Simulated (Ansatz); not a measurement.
Geometry optimisation, UHF/def2-SVP in Ansatz.

Input file:

```yaml
crystal:
  periodic: [false, false, false]
  atoms:
    - { symbol: Ga, position_ang: [0.056491, 0.397769, 0.221028] }
    - { symbol: H, position_ang: [-0.782881, 0.692738, 2.845069] }
    - { symbol: H, position_ang: [1.466992, -0.317179, -0.005693] }
    - { symbol: H, position_ang: [-1.27529, -0.404337, -0.145945] }
    - { symbol: "N", position_ang: [-0.044782, 0.116049, 2.422338] }
    - { symbol: H, position_ang: [-0.245944, -0.845325, 2.646357] }
    - { symbol: H, position_ang: [0.825413, 0.360286, 2.866846] }
magnetization:
  spin_polarized: true
  initial_magnetization: 1
basis:
  gaussian: { orbitals: def2-SVP }
hamiltonian:
  xc: hf
relax:
  f_tol: 0.03
  max_steps: 50
```

Command:

```bash
$ ansatz run input.yaml --threads 1 --pin off --max-ram 2048MiB --backend cpu --events-out ev --progress --plain --runs-dir out
```

Where does it end, and by what steps?

The forces met the threshold. The force dipped under the threshold on the way, but the program's further checks kept it going. After 5 steps the energy has fallen by 0.012 eV; H6 moved furthest, 0.12 Å.

| step | energy less start (eV) | largest force component (eV/Å) | accepted |
| --- | --- | --- | --- |
| 0 | 0.0000 | 0.691 | yes |
| 1 | -0.0102 | 0.143 | yes |
| 2 | -0.0117 | 0.027 | yes |
| 3 | -0.0117 | 0.081 | yes |
| 4 | -0.0117 | 0.102 | yes |
| 5 | -0.0125 | 0.025 | yes |

```xyz
7
Properties=species:S:1:pos:R:3
Ga 0.088 0.401 0.221
H -0.841 0.593 2.816
H 1.438 -0.426 0.002
H -1.302 -0.299 -0.145
N -0.041 0.122 2.426
H -0.125 -0.859 2.642
H 0.783 0.469 2.890
```

Whether the end is a true minimum wasn't checked by a vibrational analysis.

Time of the run: 6.2 s on 1 thread of Intel(R) Xeon(R) 6975P-C (Granite Rapids), with other jobs on the host, peak memory 0.16 GiB.
